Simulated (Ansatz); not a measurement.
HO₄Re, charge -1, doublet, geometry from GFN2-xTB (such geometries of metal compounds can be far from the true shape) (the multiplicity is a formal guess) (core potentials on Re) (a gas-phase anion, which may not be bound at this level); Ansatz (a program for electronic structure) with B3LYP/def2-SVP.

Input for Ansatz:
Ansatz 0.2 input:
```yaml
crystal:
  periodic: [false, false, false]
  atoms:
    - {symbol: Re, position_ang: [0.03578640, -0.02883254, -0.10313258]}
    - {symbol: O, position_ang: [1.12264555, 0.96699777, -0.91313413]}
    - {symbol: O, position_ang: [0.63725458, -0.43904940, 1.52962609]}
    - {symbol: O, position_ang: [-0.61885758, -1.38001878, -0.86127528]}
    - {symbol: O, position_ang: [-1.33372315, 1.01112209, 0.97258712]}
    - {symbol: H, position_ang: [-1.14253492, 0.89002731, 1.91251316]}
basis:
  gaussian:
    orbitals: def2-SVP
hamiltonian:
  xc: b3lyp
total_charge: -1
magnetization: {spin_polarized: true, initial_magnetization: 1}
```

What the program printed (banner, timings and long lists left out):

```
Functional definition: B3LYP
876 factors; integrals over basis functions are off by at most 1.1e-3 eV
mean field evaluation 1: about -10315.1314 eV, gradient 6.8e1 eV
mean field evaluation 2: about -10152.7903 eV, gradient 2.0e2 eV
mean field evaluation 4: about -10330.7135 eV, gradient 2.5e1 eV
mean field evaluation 8: about -10333.0867 eV, gradient 2.8e-1 eV
mean field evaluation 16: about -10333.2743 eV, gradient 3.6e-3 eV
mean field -10333.27430050 eV, -379.7408263985 hartree, gradient 3.3e-5 eV, S^2 0.754511; 0 other end points of the search recorded, 0 dependent functions left out
reference -10333.27456414 eV, -379.7408360870 hartree; 25, 24 occupied and 68, 69 virtual orbitals, 876 factors
Total energy: -10333.27456414 eV, -379.7408360870 hartree
```
